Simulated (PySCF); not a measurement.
Compound: C4H13B2N.
Bonds: B1–N2, N2–B3, B3–C4, C4–C5, C4–C6, C4–C7. Hydrogens: H8, H9 on B1; H10 on N2; H11 on B3; H12, H13, H14 on C5; H15, H16, H17 on C6; H18, H19, H20 on C7.

Torsions of this conformer, `[BH2:1][NH:2][BH:3][C:4]([CH3:5])([CH3:6])[CH3:7]`: B1–N2–B3–C4 180°, N2–B3–C4–C5 -121°.

The closed-shell ground state was solved at several levels (PySCF, density fitting, gas phase, non-relativistic). The structure is a single PBE0-D3(BJ)/def2-SVP conformer in the gas phase; no vibrational or solvent corrections.

```tsv
level	basis functions	HOMO (eV)	LUMO (eV)	gap (eV)	dipole (D)
PBE0/pcSseg-1	184	-8.10	-1.02	7.08	1.47
B3LYP/pcJ-1	319	-7.92	-1.22	6.70	1.47
B3LYP/def2-SVPD	244	-7.92	-1.26	6.66	1.46
```

Question: What might HF/pcSseg-1 (184 basis functions) give for the same quantities?

Answer: HOMO -11.33 eV, LUMO 2.74 eV, gap 14.07 eV, dipole 1.26 D.

Question: Over all these levels, which gives the widest orbital gap and which the narrowest?

Answer: HF/pcSseg-1 (Hartree–Fock, all exact exchange) has the widest, 14.07 eV, and B3LYP/def2-SVPD (global hybrid, 20 % exact exchange) the narrowest, 6.66 eV. Functional and basis both differ between the two, so the spread mixes both effects. The HOMO need not be the same orbital at Hartree–Fock and at DFT levels.

Question: How far do the dipole and the HOMO energy spread over the levels?

Answer: The dipole runs from 1.26 to 1.47 D (mean 1.41 D) and the HOMO from -11.33 to -7.92 eV.
